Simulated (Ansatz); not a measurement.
`CS[Si]N` and `CO[Si]N` differ in one element.

Ansatz, PBE0-D4/def2-TZVP geometries, multiplicity 1. Each molecule was computed in one conformer, which needn't be the lowest.

```tsv
property	`CS[Si]N`
size of the dipole moment (B3LYP/def2-TZVPP) / D	0.69
HOMO–LUMO gap (PBE0/def2-TZVPP) / eV	5.36
size of the dipole moment (PBE/def2-TZVPP) / D	0.72
ideal-gas entropy at 298 K and 1 bar (rigid rotor, harmonic PBE0-D4/def2-TZVP) / J/(mol·K)	332
HOMO energy (ωB97M-V/def2-TZVPP) / eV	-8.51
HOMO–LUMO gap (ωB97M-V/def2-TZVPP) / eV	9.33
```

What does the change do to each property? (An estimate is asked.)

Computed: 
```json
{"property": "size of the dipole moment (B3LYP/def2-TZVPP) / D", "`CO[Si]N`": "0.77", "shift": "0.08"}
{"property": "HOMO–LUMO gap (PBE0/def2-TZVPP) / eV", "`CO[Si]N`": "5.86", "shift": "0.50"}
{"property": "size of the dipole moment (PBE/def2-TZVPP) / D", "`CO[Si]N`": "0.96", "shift": "0.24"}
{"property": "ideal-gas entropy at 298 K and 1 bar (rigid rotor, harmonic PBE0-D4/def2-TZVP) / J/(mol·K)", "`CO[Si]N`": "315", "shift": "-17"}
{"property": "HOMO energy (ωB97M-V/def2-TZVPP) / eV", "`CO[Si]N`": "-8.69", "shift": "-0.18"}
{"property": "HOMO–LUMO gap (ωB97M-V/def2-TZVPP) / eV", "`CO[Si]N`": "9.97", "shift": "0.64"}
```

With PBE0 the HOMO falls by 0.07 eV and the LUMO rises by 0.45 eV, so the gap widens by about 0.52 eV. PBE moves the HOMO by 0.02 eV and ωB97M-V by -0.18 eV. Dipoles are sizes alone; their direction can turn.

B3LYP here is the variant with VWN-RPA as its local correlation; programs differ in this.
